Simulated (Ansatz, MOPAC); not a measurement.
Molecule: C₃H₆Cl₂Si, net charge 0, singlet state. SMILES: ClC1(Cl)C[SiH2]C1

Atoms: Cl1, C2, Cl3, C4, Si5, C6, H7, H8, H9, H10, H11, H12. Bonds: Cl1-C2, C2-Cl3, C2-C4, C2-C6, C4-Si5, C4-H7, C4-H8, Si5-C6, Si5-H9, Si5-H10, C6-H11, C6-H12.

Bond lengths (Å) and angles (degrees) optimised at PM3 with MOPAC; PM6 with MOPAC; HF/STO-3G with Ansatz (a quantum-chemistry and plane-wave program), each started from the B3LYP-D3(BJ)/def2-TZVP structure (Ansatz) of the last column. A row stands for all coordinates that are equal there; 13 of 22 kinds are shown. No wavenumbers were computed at HF/STO-3G, so these may be saddle points.

| coordinate | PM3 | PM6 | HF/STO-3G | B3LYP-D3(BJ)/def2-TZVP |
|---|---|---|---|---|
| Cl1-C2 | 1.767 | 1.796 | 1.831 | 1.813 |
| C2-Cl3 | 1.767 | 1.796 | 1.827 | 1.808 |
| C2-C4 | 1.525 | 1.531 | 1.570 | 1.541 |
| C4-Si5 | 1.897 | 1.891 | 1.870 | 1.902 |
| C4-H7 | 1.098 | 1.106 | 1.084 | 1.091 |
| C4-H8 | 1.098 | 1.106 | 1.083 | 1.085 |
| Si5-H9 | 1.489 | 1.471 | 1.423 | 1.480 |
| Si5-H10 | 1.489 | 1.471 | 1.423 | 1.476 |
| Cl1-C2-Cl3 | 106.5 | 104.4 | 108.5 | 108.3 |
| Cl1-C2-C4 | 111.8 | 111.6 | 110.2 | 109.0 |
| Cl3-C2-C4 | 111.8 | 111.6 | 114.0 | 114.3 |
| C4-C2-C6 | 103.4 | 106.1 | 99.7 | 101.6 |
| C2-C4-Si5 | 89.2 | 86.6 | 89.0 | 86.9 |

Mean signed difference of all 12 bond lengths from B3LYP-D3(BJ)/def2-TZVP: PM3 -0.006 Å, PM6 -0.001 Å, HF/STO-3G -0.008 Å.
